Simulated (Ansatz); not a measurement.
One change: `FC(F)O[SiH3]` becomes `F[CH](F)[GeH3]`.

Ansatz, PBE0-D4/def2-TZVP geometries, multiplicity 1. Each molecule was computed in one conformer, which needn't be the lowest.

Scalar relativity is left out up to krypton.

```csv
property,`FC(F)O[SiH3]`
size of the dipole moment (ωB97M-V/def2-TZVPP) / D,1.07
HOMO–LUMO gap (PBE/def2-TZVPP) / eV,7.09
LUMO energy (B3LYP/def2-TZVPP) / eV,-0.09
HOMO energy (PBE/def2-TZVPP) / eV,-7.84
zero-point energy (PBE0-D4/def2-TZVP) / kJ/mol,139.1
"ideal-gas entropy at 298 K and 1 bar (rigid rotor, harmonic PBE0-D4/def2-TZVP) / J/(mol·K)",334
```

What does the change do to each property? (An estimate is asked.)

Ansatz gave: 
```json
{"property": "size of the dipole moment (ωB97M-V/def2-TZVPP) / D", "`F[CH](F)[GeH3]`": "1.87", "shift": "0.80"}
{"property": "HOMO–LUMO gap (PBE/def2-TZVPP) / eV", "`F[CH](F)[GeH3]`": "6.85", "shift": "-0.24"}
{"property": "LUMO energy (B3LYP/def2-TZVPP) / eV", "`F[CH](F)[GeH3]`": "0.35", "shift": "0.44"}
{"property": "HOMO energy (PBE/def2-TZVPP) / eV", "`F[CH](F)[GeH3]`": "-7.03", "shift": "0.81"}
{"property": "zero-point energy (PBE0-D4/def2-TZVP) / kJ/mol", "`F[CH](F)[GeH3]`": "118.9", "shift": "-20.2"}
{"property": "ideal-gas entropy at 298 K and 1 bar (rigid rotor, harmonic PBE0-D4/def2-TZVP) / J/(mol·K)", "`F[CH](F)[GeH3]`": "321", "shift": "-13"}
```

With PBE0 the HOMO rises by 0.85 eV and the LUMO rises by 0.51 eV, so the gap narrows by about 0.34 eV. PBE moves the HOMO by 0.81 eV and ωB97M-V by 0.90 eV. The zero-point energy changes by -20.2 kJ/mol with -3 modes. Dipoles are sizes alone; their direction can turn. Modes under 60 cm⁻¹, often nearly free rotors, make the harmonic entropy too high.

B3LYP here is the variant with VWN-RPA as its local correlation; programs differ in this.
